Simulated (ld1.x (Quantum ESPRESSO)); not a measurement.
# Before and after: TM potential for bismuth

Bi (Z = 83), norm-conserving Troullier–Martins (Kleinman–Bylander form), made with ld1.x (Quantum ESPRESSO) 7.5 (PBE, scalar-relativistic). Core [Xe] 4f14, reference 5d10 6s2 6p3. Waves: 6s (bound): rc 1.80 bohr; 5d (bound): rc 1.65 bohr; 6p (bound): rc 2.45 bohr. Local part: the p channel. Core correction: Bessel-smoothed model core inside 1.20 bohr.

All-electron outer shells of the reference configuration (PBE, scalar-relativistic, ld1.x):

```
shell  level (eV)  outermost node (bohr)  outermost maximum (bohr)
   4f     -152.59                      –                      0.34
   5p      -95.86                   0.48                      0.86
   5d      -27.08                   0.51                      1.03
   6s      -14.48                   0.98                      1.88
   6p       -4.57                   1.14                      2.44
```

Change: functional LDA (PZ).

Cutoffs: the cutoffs (Ry, on a coarse ladder) from which the occupation-weighted sum of valence levels, in a spherical-Bessel basis at the reference potential, stays within 10 and 1 mRy of its value at 400 Ry; they do not see the model core or the augmentation charge, which bear on the density cutoff. Errors are all-electron minus pseudo energies relative to the spin-unpolarised reference configuration.

Q: Predict the effect on cutoff, ghosts and configuration errors.

A: The potential gets neither clearly harder nor softer (60 Ry and 100 Ry → 60 Ry and 100 Ry); the number of tests with a reliable result goes from 7 to 9; of the 7 tests that both files solve, the error grows in 0 and shrinks in 4 by more than 15 % and 0.3 meV (median size 30.9 → 21.6 meV); neither file shows a bound ghost.

| quantity | base | changed |
| --- | --- | --- |
| cutoff, loose | 60 Ry | 60 Ry |
| cutoff, tight | 100 Ry | 100 Ry |
| bound ghosts | none | none |
| error for 5d10 6s2 6p2, meV [ΔE 7.91 → 8.15 eV] | -3.2 | -3.1 |
| error for 5d10 6s2 6p1, meV [ΔE 23.16 → 23.72 eV] | -12 | -10 |
| error for 5d10 6s2 6p0, meV [ΔE 46.50 → 47.43 eV] | -38 | -31 |
| error for 5d10 6s2 6p2.5, meV [ΔE 3.10 → 3.21 eV] | -1.3 | -1.3 |
| error for 5d9 6s2 6p3, meV [ΔE 33.32 → 33.45 eV] | -229 | -218 |
| error for 5d10 6s0 6p5, meV [ΔE 20.50 → 20.72 eV] | -31 | -22 |
| error for 5d10 6s1 6p0, meV [ΔE 91.91 → 93.35 eV] | -82 | -63 |
| s: phases at 2.65 bohr within 0.05 rad from the reference energy up to (Ry; the scan ends near 5) | 1.8 | 1.8 |
| p: phases at 2.65 bohr within 0.05 rad from the reference energy up to (Ry; the scan ends near 5) | 3.2 | 3.2 |
| d: phases at 2.65 bohr within 0.05 rad from the reference energy up to (Ry; the scan ends near 5) | 0.1 | 0.1 |
